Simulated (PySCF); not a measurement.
A series of related molecules.

All values: PBE0/def2-SVPD (PySCF) at GFN2-xTB geometries, gas phase, one conformer each. Core orbitals are frozen in the response; Δα² is half the sum of the squared differences of the principal polarisabilities.

Question: Rank by mean static polarisability, highest first.
A. `C=C[Si@@H](N=C)C(F)(F)F`
B. `C=C[Si@@H](F)N=C`
C. `[Si@H](Cl)(N=C)C=C`
D. `C=C[Si@H](N=C)C(C)=O`
E. `C=C[SiH2]N=C`

Answer: D (14.66 Å³), A (12.54 Å³), C (12.20 Å³), E (10.70 Å³), B (10.28 Å³).

Question: Rank by polarisability anisotropy Δα, highest first.
A. `[CH2:1]=[CH:2][SiH2:3][N:4]=[CH2:5]` with C1–C2–Si3–N4 133°, C2–Si3–N4–C5 -122°
B. `[CH2:1]=[CH:2][Si@@H:3]([F:4])[N:5]=[CH2:6]` with C1–C2–Si3–F4 40°, C2–Si3–N5–C6 113°
C. `[CH2:1]=[CH:2][Si@H:3]([N:4]=[CH2:5])[C:6]([CH3:7])=[O:8]` with C1–C2–Si3–N4 156°, C2–Si3–N4–C5 126°, C2–Si3–C6–C7 71°
D. `[CH2:1]=[CH:2][Si@@H:3]([Cl:4])[N:5]=[CH2:6]` with C1–C2–Si3–Cl4 -137°, C2–Si3–N5–C6 -117°

Answer: B (6.06 Å³), C (5.07 Å³), A (4.62 Å³), D (3.84 Å³).

All values together:

```csv
SMILES,change,formula,μ (D),HOMO (eV),LUMO (eV),α (Å³),Δα (Å³),electrons,α per electron (Å³)
C=C[SiH2]N=C,parent,C3H7NSi,1.22,-6.96,-0.93,10.70,4.62,46,0.233
C=C[Si@H](N=C)C(C)=O,H on Si replaced by COCH3,C5H9NOSi,3.19,-6.61,-1.37,14.66,5.07,68,0.216
C=C[Si@@H](F)N=C,H on Si replaced by F,C3H6FNSi,2.76,-7.28,-1.21,10.28,6.06,54,0.190
C=C[Si@@H](Cl)N=C,H on Si replaced by Cl,C3H6ClNSi,1.38,-7.33,-1.14,12.20,3.84,62,0.197
C=C[Si@@H](N=C)C(F)(F)F,H on Si replaced by CF3,C4H6F3NSi,4.07,-7.48,-1.50,12.54,3.69,78,0.161
```

Conformers: `[CH2:1]=[CH:2][SiH2:3][N:4]=[CH2:5]` with C1–C2–Si3–N4 133°, C2–Si3–N4–C5 -122°; `[CH2:1]=[CH:2][Si@H:3]([N:4]=[CH2:5])[C:6]([CH3:7])=[O:8]` with C1–C2–Si3–N4 156°, C2–Si3–N4–C5 126°, C2–Si3–C6–C7 71°; `[CH2:1]=[CH:2][Si@@H:3]([F:4])[N:5]=[CH2:6]` with C1–C2–Si3–F4 40°, C2–Si3–N5–C6 113°; `[CH2:1]=[CH:2][Si@@H:3]([Cl:4])[N:5]=[CH2:6]` with C1–C2–Si3–Cl4 -137°, C2–Si3–N5–C6 -117°; `[CH2:1]=[CH:2][Si@@H:3]([N:4]=[CH2:5])[C:6]([F:7])([F:8])[F:9]` with C1–C2–Si3–N4 38°, C2–Si3–N4–C5 -122°.

Give the shifts from the parent, `C=C[SiH2]N=C`.

```
                 SMILES  change in μ (D)  change in HOMO (eV)  change in LUMO (eV)  change in mean α (Å³)
   C=C[Si@H](N=C)C(C)=O            +1.97                +0.35                -0.44                  +3.96
       C=C[Si@@H](F)N=C            +1.54                -0.32                -0.28                  -0.42
      C=C[Si@@H](Cl)N=C            +0.16                -0.37                -0.21                  +1.50
C=C[Si@@H](N=C)C(F)(F)F            +2.85                -0.52                -0.57                  +1.84
```
